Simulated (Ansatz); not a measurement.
`C[SiH](Cl)[SiH2]F` → `C[SiH2]Cl` + `F[SiH]` at 600 K and 1 bar (silylene formation by 1,1-elimination).

Gas-phase electronic energies from Ansatz, PBE0-D4/def2-TZVP geometries. CCSD(T)/CBS is the MP2 limit (def2-TZVPP, def2-QZVPP) plus CCSD(T) − MP2 in def2-TZVPP, frozen cores. This one scheme is used for every species. Each species was taken in one conformer, which may not be the lowest.

```csv
species,CCSD(T)/CBS energy (Eh),H − E (kJ/mol),S (J/(mol·K))
`C[SiH](Cl)[SiH2]F`,-1179.51308,247.9,488.3
`C[SiH2]Cl`,-789.97638,190.1,364.9
`F[SiH]`,-389.46371,45.2,268.7
```

H − E and S are ideal-gas, rigid-rotor, harmonic terms from PBE0-D4/def2-TZVP, for one conformer and one mirror image of each species. 1 Eh = 2625.50 kJ/mol, R = 8.31446 J/(mol·K).

Question: By hand: ΔE, ΔH, ΔS and ΔG.

Answer: ΔE = (-789.97638) + (-389.46371) − (-1179.51308) = 0.07299 Eh = 191.6 kJ/mol. Δ(H − E) = 190.1 + 45.2 − 247.9 = -12.6, so ΔH = 179.0 kJ/mol. ΔS = 364.9 + 268.7 − 488.3 = 145.3 J/(mol·K). ΔG = 179.0 − 600 × (145.3)/1000 = 91.8 kJ/mol.

Question: By hand: the equilibrium constant, and the temperature at which ΔG would vanish if ΔH and ΔS stayed fixed.

Answer: log₁₀ K = −ΔG/(RT ln 10) = -8.0. ΔG = 0 at ΔH/ΔS = 1232 K.

The number of gas molecules changes by +1, which sets the sign of ΔS. A doubt of 5 kJ/mol in ΔE shifts log₁₀ K by 0.4 here. Other conformers and mirror images would add mixing entropy, several J/(mol·K) or more a flexible species. Modes under 60 cm⁻¹, often nearly free rotors, make the harmonic entropy too high. These are equilibria of isolated gas molecules and say nothing of rates. Largest T1 diagnostic: 0.015 (customary marks: 0.02 for closed shells, 0.045 for open ones).
